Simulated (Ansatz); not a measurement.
GaH3 (SMILES [GaH3]) moved off its minimum; all values from Ansatz (a program for electronic structure), cores frozen in correlated methods.
(charge 0, multiplicity 1)
```xyz
4

Ga    -0.05897     0.08575     0.19580
H      0.66348    -0.28176     1.47738
H     -0.28822     1.38223    -0.21634
H     -0.28723    -0.99716    -1.13260
```

Forces at B3LYP/def2-TZVPP (eV/Å):

```tsv
atom	Fx	Fy	Fz
Ga1	0.671	-4.108	-1.169
H2	0.108	-0.370	0.665
H3	-0.882	3.809	-0.901
H4	0.102	0.669	1.405
```

### Question
Give the forces (eV/Å), the total energy and the dipole at CCSD(T)/aug-cc-pVTZ.

### Answer

| atom | Fx | Fy | Fz |
|---|---|---|---|
| Ga1 | 0.601 | -4.406 | -1.198 |
| H2 | 0.272 | -0.434 | 0.953 |
| H3 | -0.953 | 4.279 | -1.030 |
| H4 | 0.081 | 0.561 | 1.274 |
Energy -1925.0963 hartree, dipole 0.92 D.
